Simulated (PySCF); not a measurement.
Fe (SMILES [Fe]), quintet; PySCF with M062X/6-31G**.

PySCF was given this input:
```python
from pyscf import gto, scf, dft

mol = gto.Mole()
mol.atom = '''
    Fe    0.000000    0.000000    0.000000
'''
mol.basis = '6-31g**'
mol.charge = 0
mol.spin = 4
mol.verbose = 4
mol.build()

mf = dft.UKS(mol)
mf.xc = 'm062x'
mf.kernel()
```

It wrote (shortened):

```
PySCF version 2.14.0

[INPUT] verbose = 4
[INPUT] num. atoms = 1
[INPUT] num. electrons = 26
[INPUT] charge = 0
[INPUT] spin (= nelec alpha-beta = 2S) = 4
[INPUT] symmetry False subgroup None
[INPUT] Mole.unit = angstrom
[INPUT] Symbol           X                Y                Z      unit          X                Y                Z       unit  Magmom
[INPUT]  1 Fe     0.000000000000   0.000000000000   0.000000000000 AA    0.000000000000   0.000000000000   0.000000000000 Bohr   0.0

nuclear repulsion = 0
number of shells = 12
number of NR pGTOs = 97
number of NR cGTOs = 34
basis = 6-31g**
ecp = {}

******** <class 'pyscf.dft.uks.UKS'> ********
method = UKS
initial guess = minao
damping factor = 0
level_shift factor = 0
DIIS = <class 'pyscf.scf.diis.CDIIS'>
diis_start_cycle = 1
diis_space = 8
diis_damp = 0
SCF conv_tol = 1e-09
SCF conv_tol_grad = None
SCF max_cycles = 50
direct_scf = True
direct_scf_tol = 1e-13
number electrons alpha = 15  beta = 11
XC library pyscf.dft.libxc version 7.1.2
    S. Lehtola, C. Steigemann, M. J. T. Oliveira, and M. A. L. Marques,  SoftwareX 7, 1–5 (2018)
XC functionals = m062x
    Y. Zhao and D. G. Truhlar,  Theor. Chem. Acc. 120, 215 (2008)
    Y. Zhao and D. G. Truhlar,  Theor. Chem. Acc. 120, 215 (2008)
radial grids:
    Treutler-Ahlrichs [JCP 102, 346 (1995); DOI:10.1063/1.469408] (M4) radial grids

becke partition: Becke, JCP 88, 2547 (1988); DOI:10.1063/1.454033
pruning grids: <function nwchem_prune>
grids dens level: 3
symmetrized grids: False
atomic radii adjust function: <function treutler_atomic_radii_adjust>
small_rho_cutoff = 0
Set gradient conv threshold to 3.16228e-05
tot grids = 20904
init E= -1262.31386356791

cycle= 1 E= -1253.73906528659  delta_E= 8.57  |g|=  2.9  |ddm|= 7.56

cycle= 2 E= -1259.39715909663  delta_E= -5.66  |g|= 2.83  |ddm|= 6.55

cycle= 3 E= -1262.6137872827  delta_E= -3.22  |g|= 1.45  |ddm|=  1.4
cycle= 4 E= -1263.26259089244  delta_E= -0.649  |g|= 0.367  |ddm|= 1.69
cycle= 5 E= -1263.29105088048  delta_E= -0.0285  |g|= 0.171  |ddm|= 0.11
cycle= 6 E= -1263.3088383749  delta_E= -0.0178  |g|= 0.0475  |ddm|= 0.248
cycle= 7 E= -1263.30166948266  delta_E= 0.00717  |g|= 0.0261  |ddm|= 0.138
cycle= 8 E= -1263.30244245986  delta_E= -0.000773  |g|= 0.0329  |ddm|= 0.0286
cycle= 9 E= -1263.3010064396  delta_E= 0.00144  |g|= 0.0307  |ddm|= 0.0484
cycle= 10 E= -1263.29774910801  delta_E= 0.00326  |g|= 0.0291  |ddm|= 0.146
cycle= 11 E= -1263.29752641092  delta_E= 0.000223  |g|= 0.0267  |ddm|= 0.0453
cycle= 12 E= -1263.29819590071  delta_E= -0.000669  |g|= 0.0312  |ddm|= 0.021
cycle= 13 E= -1263.29778973965  delta_E= 0.000406  |g|= 0.0315  |ddm|= 0.119
cycle= 14 E= -1263.2965293276  delta_E= 0.00126  |g|= 0.0234  |ddm|= 0.126
cycle= 15 E= -1263.29631795641  delta_E= 0.000211  |g|= 0.0204  |ddm|= 0.0353
cycle= 16 E= -1263.29584891968  delta_E= 0.000469  |g|= 0.0171  |ddm|= 0.0276
cycle= 17 E= -1263.29530306015  delta_E= 0.000546  |g|= 0.0132  |ddm|= 0.0419
cycle= 18 E= -1263.29550388263  delta_E= -0.000201  |g|= 0.0142  |ddm|= 0.022
cycle= 19 E= -1263.2954990334  delta_E= 4.85e-06  |g|= 0.0138  |ddm|= 0.0337
cycle= 20 E= -1263.29552622629  delta_E= -2.72e-05  |g|= 0.0142  |ddm|= 0.0223
cycle= 21 E= -1263.29554013055  delta_E= -1.39e-05  |g|= 0.0144  |ddm|= 0.0101
cycle= 22 E= -1263.2954886728  delta_E= 5.15e-05  |g|= 0.0137  |ddm|= 0.0206
cycle= 23 E= -1263.29556810014  delta_E= -7.94e-05  |g|= 0.0145  |ddm|= 0.0108
cycle= 24 E= -1263.29552987973  delta_E= 3.82e-05  |g|= 0.0139  |ddm|= 0.01
cycle= 25 E= -1263.29623262118  delta_E= -0.000703  |g|= 0.0205  |ddm|= 0.0842
cycle= 26 E= -1263.29609005796  delta_E= 0.000143  |g|= 0.0194  |ddm|= 0.0143
cycle= 27 E= -1263.29593433536  delta_E= 0.000156  |g|= 0.0175  |ddm|= 0.0408
cycle= 28 E= -1263.29593463357  delta_E= -2.98e-07  |g|= 0.0179  |ddm|= 0.0134
cycle= 29 E= -1263.2955283911  delta_E= 0.000406  |g|= 0.0148  |ddm|= 0.0586
cycle= 30 E= -1263.29550451957  delta_E= 2.39e-05  |g|= 0.0133  |ddm|= 0.00748
cycle= 31 E= -1263.29554912223  delta_E= -4.46e-05  |g|= 0.0117  |ddm|= 0.0552
cycle= 32 E= -1263.29561066802  delta_E= -6.15e-05  |g|= 0.0149  |ddm|= 0.0573
cycle= 33 E= -1263.29609665613  delta_E= -0.000486  |g|= 0.0199  |ddm|= 0.123
cycle= 34 E= -1262.77057359387  delta_E= 0.526  |g|= 1.06  |ddm|= 2.08
cycle= 35 E= -1263.29952532485  delta_E= -0.529  |g|= 0.0392  |ddm|= 2.04
cycle= 36 E= -1262.81294137259  delta_E= 0.487  |g|= 1.04  |ddm|= 1.83
cycle= 37 E= -1262.73519299349  delta_E= 0.0777  |g|= 1.07  |ddm|= 0.751
cycle= 38 E= -1263.29648837692  delta_E= -0.561  |g|= 0.0218  |ddm|= 2.34
cycle= 39 E= -1263.29831525307  delta_E= -0.00183  |g|= 0.0322  |ddm|= 0.0855
cycle= 40 E= -1263.29737467838  delta_E= 0.000941  |g|= 0.0276  |ddm|= 0.0796
cycle= 41 E= -1263.29790028162  delta_E= -0.000526  |g|= 0.0312  |ddm|= 0.0514
cycle= 42 E= -1263.29812891779  delta_E= -0.000229  |g|= 0.0319  |ddm|= 0.0139
cycle= 43 E= -1263.29696069735  delta_E= 0.00117  |g|= 0.0262  |ddm|= 0.0538
cycle= 44 E= -1263.29633801648  delta_E= 0.000623  |g|= 0.0214  |ddm|= 0.0425
cycle= 45 E= -1263.29651603913  delta_E= -0.000178  |g|= 0.0226  |ddm|= 0.0146
cycle= 46 E= -1263.2966054911  delta_E= -8.95e-05  |g|= 0.0223  |ddm|= 0.0112
cycle= 47 E= -1263.2969863597  delta_E= -0.000381  |g|= 0.0247  |ddm|= 0.0194
cycle= 48 E= -1263.29653629915  delta_E= 0.00045  |g|= 0.0214  |ddm|= 0.0292
cycle= 49 E= -1263.29655491963  delta_E= -1.86e-05  |g|= 0.0218  |ddm|= 0.0456
cycle= 50 E= -1263.29637884236  delta_E= 0.000176  |g|= 0.0207  |ddm|= 0.0172
SCF not converged.
SCF energy = -1263.29637884236 after 50 cycles  <S^2> = 6.004075  2S+1 = 5.0016297
```

Convergence was not reached.
